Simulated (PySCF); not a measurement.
Coordinates in bohr (charge 0 multiplicity 1):
```
O     0.0000    0.0000    0.0000
Hg    0.0000    0.0000    3.8602
Hg    0.0000    0.0000   -3.8602
```

Level of theory: PBE0 in PySCF with O def2-TZVP, Hg def2-TZVP with ECP60; scalar-relativistic core potentials, no spin–orbit coupling; density-fitted integrals.

This geometry of Hg2O is a stationary point at this level.

Task: What is the point group?

Result: D∞h.

Task: Is it a minimum?

Result: Yes: all harmonic wavenumbers are real.

Task: List the harmonic modes with their infrared intensities.

Result: 
```
symmetry  ω (cm⁻¹)  IR (km/mol, summed over degenerate members)
      πu       115                                         52.1
     σg+       133                                          0.0
     σu+       476                                          213
```

Task: What is the atomisation energy, with and without zero-point energy?

Result: 73 kJ/mol without, 67 kJ/mol with.

In D∞h the vibrations span πu + σg+ + σu+. The σg+ mode carries no infrared intensity, as symmetry demands. With a centre of inversion only u modes can be infrared active and only g modes Raman active.

Only a few start shapes were tried, so a lower isomer may exist. Spin–orbit coupling, left out here, can matter for elements this heavy.
